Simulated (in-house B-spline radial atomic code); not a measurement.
Results of a calculation; reference values are marked as such.
**Stopping and range of 5 keV Xe in InSb**

The pair potential comes from two frozen, spherical free-atom densities (PBE, B-spline radial code, scalar-relativistic past argon): electrostatics plus the change in Thomas-Fermi kinetic and Dirac exchange energy where they overlap, the recipe behind the universal ZBL potential, which averages such potentials (from solid-state densities) over many pairs. It is written V = (Z1 Z2 e²/r) φ(r/a), with e² = 14.3996 eV·Å and a = 0.46850 Å/(Z1^0.23 + Z2^0.23); ZBL's fit is φ = 0.18175 e^(−3.1998x) + 0.50986 e^(−0.94229x) + 0.28022 e^(−0.4029x) + 0.02817 e^(−0.20162x). Where φ falls below 4e-4 it is continued as an exponential.

The target is taken as amorphous, with density 5.77 g/cm³ (NSM archive of the Ioffe Institute); channelling is ignored. Masses: Xe 131.29, In 114.82, Sb 121.76 u. Nuclear stopping is S_n = 4π a Z1 Z2 e² M1/(M1 + M2) × s_n(ε), with s_n integrated over impact parameters for each pair. Electronic stopping is Lindhard and Scharff's S_e = Z1^(1/6) 8π e² a0 Z1 Z2/(Z1^(2/3) + Z2^(2/3))^(3/2) × v/v0, with a0 = 0.529177 Å and v = v0 at 24.801 keV/u; it misses the oscillations with Z1 seen in experiment, which reach tens of per cent. Compounds add by atom fraction.

```
target atom    a (Å)  ε at this energy  s_n, this pair  s_n, ZBL potential
         In  0.09464          0.005794          0.1332               0.131
         Sb  0.09421          0.005715          0.1328              0.1303
```

Q: What are the atom density and the stopping powers at entry?

A: N = 5.77 × 0.602214/118.29 = 0.02938 atoms/Å³. For In: S_n = 24170 × 0.1332 = 3219 eV·Å², S_e = 3.7496 × √5000 = 265.1 eV·Å². For Sb: S_n = 24360 × 0.1328 = 3235 eV·Å², S_e = 3.8273 × √5000 = 270.6 eV·Å². Averaged over the target's atoms (half each) and times N × 10 Å/nm, the ion loses N S_n = 948 eV/nm to recoils and N S_e = 78.7 eV/nm to electrons; the nuclear share is 92 %.

Along the track:

```
E (keV)  N S_n (eV/nm)  N S_e (eV/nm)
   0.25            204           17.6
   0.75            378           30.5
    1.5            542           43.1
    2.5            694           55.6
   3.75            836           68.1
      5            948           78.7
```

Q: Estimate the path length and the projected range.

A: With continuous slowing down the path is the integral of dE/(N (S_n + S_e)). Trapezoids over the table give 7.64 nm, and the stretch below the first row, with stopping taken as √E, adds 2E/(N S) = 2.3 nm: 9.9 nm in all, against 9.63 nm on a fine grid from 5 eV. Deflections shorten the depth: to first order in the energy passed on, N (S_n + S_e) dR_p/dE = 1 − N S_n (M2/M1) R_p/(2E), summed over the target's atoms, and integrating this on the fine grid gives R_p = 5.24 nm, 0.54 of the path. Lindhard's rule of thumb R/(1 + M2/3M1), with mean M2/M1 = 0.90, gives 7.41 nm. On the ZBL potential the same equation gives 5.37 nm, and the full integral equation, which keeps hard collisions, 5.38 nm.
